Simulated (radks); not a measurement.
Q: Species: In2+. Configuration: [Kr] 4d10 5s0.75 5p0.25 (fractional occupations, a model configuration). All-electron calculation, Dirac Kohn-Sham, exchange-only PBE, spin-unpolarised, spherical densities, finite nucleus; open shells fill j = l - 1/2 first; Fermi nuclear charge, rms radius 4.6156 fm. Program: a radial shooting solver on a logarithmic mesh with Libxc functionals.

Spin-orbit splittings of the eigenvalues, e(l+1/2) - e(l-1/2), with zeta = 2 splitting/(2l+1) and mean radii in bohr:

shell  occ.  splitting (eV)  zeta (eV)  <r> j=l-1/2  <r> j=l+1/2
2p        6           210.9      140.6       0.1084       0.1137
3p        6           38.09      25.39       0.3394       0.3506
3d       10           7.805      3.122       0.3223       0.3258
4p        6           6.663      4.442       0.9009       0.9312
4d       10               ?          ?        1.159        1.175
5p     0.25          0.5519     0.3679        2.835        2.923

Estimate the 4d splitting.

A: 0.8721 eV (zeta = 0.3488 eV).
